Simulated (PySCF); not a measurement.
HCl$_{3}$HfO, charge -1, doublet, geometry from GFN2-xTB (such geometries of metal compounds can be far from the true shape) (the multiplicity is a formal guess) (core potentials on Hf) (in this run its highest filled SCF level lies above zero, so its values depend strongly on the basis, on diffuse functions most of all). Base run: PySCF with R2SCAN/def2-SVP.

PySCF was given this input:
```python
from pyscf import gto, scf, dft

mol = gto.M(
    atom='''
Hf   -0.13728403    0.09893992    0.02964004
Cl    1.93657247    0.72050589   -0.74415034
Cl    0.44231920   -0.22902000    2.22945528
Cl   -0.79789979   -1.35116414   -1.66772843
O    -1.81935876    0.89921023    0.15511059
H    -2.43754201    0.29717480   -0.27376852
''',
    basis='def2-svp',
    ecp={'Hf': 'def2-svp'},
    charge=-1,
    spin=1,
    verbose=5,
)

mf = dft.UKS(mol)
mf.xc = 'r2scan'
mf.kernel()
```

Variants of this job, named by their change:

```tsv
change	ΔE vs base (mEh)	fitting functions	outcome
base	0.000	-	converged
auxbasis = def2-universal-jfit	-0.324	302	converged
auxbasis = cc-pvtz-ri	-	-	input refused
auxbasis = even-tempered beta=2.0	-0.207	873	converged
auxbasis = def2-svp-ri	-	-	input refused
auxbasis = def2-universal-jkfit	-0.059	706	converged
auxbasis = cc-pvqz-jkfit	-	-	input refused
auxbasis = autoaux	-0.038	882	converged
auxbasis = cc-pvtz-jkfit	-	-	input refused
auxbasis = even-tempered beta=3.0	-16.497	589	converged
```

A fitting set is made for a task (jfit for Coulomb, jkfit for Coulomb and exchange, ri for correlation) and for a family of orbital bases.

Open shells are given as the SCF converged; they aren't shown to be the lowest states, and a large step between rows can be another state.

- auxbasis = cc-pvtz-ri: ended with `pyscf.lib.exceptions.BasisNotFoundError: Basis set not found for Hf in cc-pvtz-ri`
- auxbasis = def2-svp-ri: ended with `pyscf.lib.exceptions.BasisNotFoundError: Basis set not found for Hf in def2-svp-ri`
- auxbasis = cc-pvqz-jkfit: ended with `pyscf.lib.exceptions.BasisNotFoundError: Basis set not found for Hf in cc-pvqz-jkfit`
